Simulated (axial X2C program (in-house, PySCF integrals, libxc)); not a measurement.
## Correcting the dissociation energy of SiI for spin–orbit coupling

A spin-free CCSD(T) curve (one-electron X2C) was computed with an in-house relativistic program for diatomic molecules, basis I dyall-cv3z [11s12p8d4f1g], Si dyall-v3z [8s7p2d1f] (cores contracted in-house), for the state M_S = 1/2, Λ = 1 (beyond evenly filled blocks: π+α). It gives D0 = 3.018 eV to I + Si, which in a spin-free picture are the weighted means of the ground terms.

Correlated methods: 11 electrons correlated (number of frozen shells: I 4 s, 3 p, 2 d; Si 2 s, 1 p), 217 virtual spin orbitals or spinors in MP2, 90 natural virtuals in coupled cluster.

Measured levels of the ground terms (NIST Handbook of Basic Atomic Spectroscopic Data), in cm⁻¹: I 2P: J = 3/2 at 0, J = 1/2 at 7603.1; Si 3P: J = 0 at 0, J = 1 at 77.1, J = 2 at 223.2.

The two components of the molecular doublet are 859 cm⁻¹ apart in the PBE0 2c search (Ω = 1/2 lower), so the lower one lies 430 cm⁻¹ under their mean.

(1) How far does each ground level lie under the (2J+1)-weighted mean of its term?

(2) Correct D0.

Second-order spin–orbit effects in the molecule, which grow quickly with Z, are left out. One determinant describes the state; a PBE0 search over occupations chose it and may have missed a lower one. De is counted from the lowest determinant-based energies of the atoms at the same level, without counterpoise correction. CCSD and (T) use frozen natural virtuals with an MP2 correction for the truncation; (T) itself is uncorrected, so its De runs slightly low.

## Answers

(1) I: (4 × 0 + 2 × 7603.1)/6 = 2534 cm⁻¹; Si: (1 × 0 + 3 × 77.1 + 5 × 223.2)/9 = 150 cm⁻¹.

(2) D0 = 3.018 + (430 − 2684)/8065.5 = 2.739 eV at CCSD(T) with these spin–orbit terms.
